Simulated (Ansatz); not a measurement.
Cost and result for the atomization energy of CH$_{7}$AlSi$_{2}$ (`C1[SiH2][AlH][SiH2]1`) (11 atoms, 11 bonds).

Z-matrix (Å, degrees):
```
C
Si 1 1.906
Si 1 1.906 2 102.7
H 1 1.092 2 115.0 3 -125.7
H 1 1.096 2 107.9 3 113.9
Al 2 2.458 1 87.4 3 -23.9
H 2 1.492 1 114.1 3 -154.3
H 2 1.495 1 109.0 3 86.3
H 3 1.492 1 114.1 2 154.3
H 3 1.495 1 109.0 2 -86.3
H 6 1.588 2 142.7 1 -158.2
```

Total charge 0; spin multiplicity 1. All single points use the PBE0-D4/def2-TZVP geometry. Program: Ansatz. All runs use 2 threads of an Arm Neoverse V1 on a shared host. Times are those of one run each, without the atoms' runs, and a repeat can differ threefold. Electronic energies, without spin–orbit coupling; frozen cores. CCSD(T)/CBS adds CCSD(T) − MP2 in def2-TZVPP to the MP2 limit, and its time is that of the two runs behind it. T1 = 0.013. B3LYP takes the VWN-RPA correlation (the form of Gaussian; ORCA's B3LYP/G).

CCSD(T)/CBS is a level of theory with its own doubt, some kJ/mol a heavy atom from the limit and from the frozen cores, so smaller differences don't rank the functionals.

```tsv
level	functions	wall time
LDA (SPW92)/def2-TZVPP	255	2.5 s
revPBE-D4/def2-TZVPP	255	4 s
BLYP-D4/def2-TZVPP	255	4 s
CCSD(T)/def2-SVP	103	4.1 s
BHLYP-D4/def2-TZVPP	255	6.5 s
B3LYP-D4/def2-TZVPP (with forces)	255	9.5 s
PBE-QIDH/def2-TZVPP	255	12 s
ωB97X-V/def2-TZVPP	255	17 s
B97M-V/def2-TZVPP	255	18 s
ωB97M-V/def2-TZVPP (with forces)	255	24 s
MP2/def2-QZVPP	477	41 s
CCSD(T)/def2-TZVPP	255	9.4 min
CCSD(T)/CBS(def2)	–	10 min
```

(1) What atomization energy does each give, and how far from CCSD(T)/CBS? (Estimate.)

Answers

(1) The calculation gave: 
```csv
level,atomization (kcal/mol),difference from CCSD(T)/CBS,per bond
LDA (SPW92)/def2-TZVPP,897.8,89.7,8.2
revPBE-D4/def2-TZVPP,794.0,-14.1,-1.3
BLYP-D4/def2-TZVPP,793.6,-14.5,-1.3
CCSD(T)/def2-SVP,757.0,-51.1,-4.6
BHLYP-D4/def2-TZVPP,795.2,-12.9,-1.2
B3LYP-D4/def2-TZVPP (with forces),803.8,-4.3,-0.4
PBE-QIDH/def2-TZVPP,801.8,-6.3,-0.6
ωB97X-V/def2-TZVPP,814.8,6.7,0.6
B97M-V/def2-TZVPP,817.4,9.3,0.8
ωB97M-V/def2-TZVPP (with forces),807.4,-0.7,-0.1
MP2/def2-QZVPP,797.3,-10.8,-1.0
CCSD(T)/def2-TZVPP,787.6,-20.5,-1.9
CCSD(T)/CBS(def2),808.1,0.0,0.0
```

At CCSD(T), def2-SVP lies −51.0 kcal/mol from the extrapolated value and def2-TZVPP −20.5 kcal/mol: correlation converges slowly with the basis, and small sets miss more of it in the bonded molecule than in its fragments. From r2SCAN to r2SCAN0 (25 % exact exchange), in def2-TZVPP and without D4, the atomization energy moves by −5.7 kcal/mol: exact exchange takes away binding that semilocal exchange gives to molecules. The D4 term adds +10.6 kcal/mol with B3LYP and +5.5 kcal/mol with PBE0; it sums over pairs of atoms, weighted by their polarisabilities, and B3LYP, whose exchange is more repulsive, gets the larger term.
